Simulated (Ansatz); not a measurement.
Consider the atomization: `Cl[C]1([GeH3])CO1` → 2 C• + Cl• + Ge• + 5 H• + O•.

Isolated molecules relaxed with PBE0-D4/def2-TZVP in Ansatz; ΔE leaves out vibrations. CBS: MP2 limit from def2 TZ/QZ plus the TZ coupled-cluster correction, frozen cores. This one scheme is used for every species, atoms too. For atomizations the MP2-based limit and the directly extrapolated one differ by several kJ/mol either way, and by 10 to 25 for some Ge, Se and Sn compounds, so smaller differences from it don't rank the levels. No spin–orbit coupling; open shells (•) take unrestricted orbitals. Spin–orbit coupling would lower the free atoms: a little for C, Cl, O; clearly for Ge. Bonds to Ge are less sure, by a few kJ/mol each and by 10 to 20 or more in all where they break to atoms, as the def2 sets lack core-valence functions. Scalar relativity is left out up to krypton.

`Cl[C]1([GeH3])CO1`:

Cartesian coordinates in Å:
```
Cl -0.513 1.732 -1.402
C -0.280 0.529 -0.119
Ge 0.116 -1.267 -0.817
C 0.168 1.023 1.181
O -1.179 0.623 0.945
H -1.098 -1.752 -1.615
H 0.376 -2.173 0.395
H 1.358 -1.184 -1.711
H 0.315 2.092 1.298
H 0.737 0.377 1.844
```

| species | CCSD(T)/CBS(def2) energy (Eh) |
| --- | --- |
| `Cl[C]1([GeH3])CO1` | -2690.11155 |
| C• | -37.79194 |
| Cl• | -459.70966 |
| Ge• | -2076.01830 |
| H• | -0.50000 |
| O• | -75.00631 |

Task: Work out ΔE.

Result: ΔE = 5 × (-0.50000) + 2 × (-37.79194) + (-459.70966) + (-2076.01830) + (-75.00631) − (-2690.11155) = 1.29340 Eh = +3395.8 kJ/mol.

Largest T1 diagnostic among the species: 0.012.

From r2SCAN to r2SCAN0 (25 % exact exchange), in def2-TZVPP and without D4, ΔE moves by −73.2 kJ/mol: exact exchange takes away binding that semilocal exchange gives to molecules. In def2-TZVPP, CCSD(T) changes the Hartree–Fock value by +985.0 kJ/mol (the triples alone add +68.7 kJ/mol) and MP2 by +1057.0 kJ/mol; breaking electron pairs costs correlation energy, which Hartree–Fock lacks.
